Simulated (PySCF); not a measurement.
The PySCF input:
```python
from pyscf import gto, scf, dft

mol = gto.M(
    atom='''
C     2.27156700    0.89793956   -2.02860975
Si    1.91514811   -0.42374851   -0.68613995
C     3.55327639   -0.63530853    0.27511750
Te    0.18092802    0.36073992    0.98517248
Si   -1.81279949   -0.27760009   -0.39360376
C    -1.72882390    0.40671885   -2.16963847
C    -2.00376988   -2.17070546   -0.49071792
C    -3.32294624    0.46121478    0.49059152
H     1.37082933    1.16701804   -2.57096433
H     3.00376352    0.54951186   -2.75084905
H     2.66417299    1.80126231   -1.56630532
H     4.35043544   -0.99717192   -0.36689663
H     3.86932989    0.31786525    0.69281728
H     3.44022286   -1.33537411    1.09640064
H    -0.92564339   -0.06505511   -2.72764309
H    -1.55160775    1.47788123   -2.17161766
H    -2.65490836    0.22578445   -2.70664160
H    -2.10112531   -2.60273960    0.50039885
H    -2.88245572   -2.45393471   -1.06233719
H    -1.13806834   -2.62417882   -0.96413776
H    -4.24602225    0.19604808   -0.01586940
H    -3.39042759    0.09975123    1.51189755
H    -3.26545342    1.54458120    0.52873333
''',
    basis='3-21g',
    spin=1,
    verbose=4,
)

mf = dft.UKS(mol)
mf.xc = 'm062x'
mf.kernel()
```

Problem. Estimate the number of basis functions that M062X/3-21G in PySCF returns for this input.

Solution. 132

Problem. What is the computed Mulliken (on the basis functions themselves) charges in atom order (M062X/3-21G)?

Solution. C1 -0.95, Si2 0.62, C3 -0.96, Te4 -0.10, Si5 0.95, C6 -0.96, C7 -0.94, C8 -0.96, H9 0.22, H10 0.22, H11 0.23, H12 0.22, H13 0.22, H14 0.23, H15 0.22, H16 0.22, H17 0.22, H18 0.22, H19 0.21, H20 0.22, H21 0.21, H22 0.22, H23 0.22

Problem. What is the computed <S^2> (M062X/3-21G)?

Solution. 0.752

These values belong to the state on which the SCF converged, which isn't shown to be the lowest.

Problem. Roughly what does it cost on one core?

Solution. about 110 core-seconds (a rough figure).
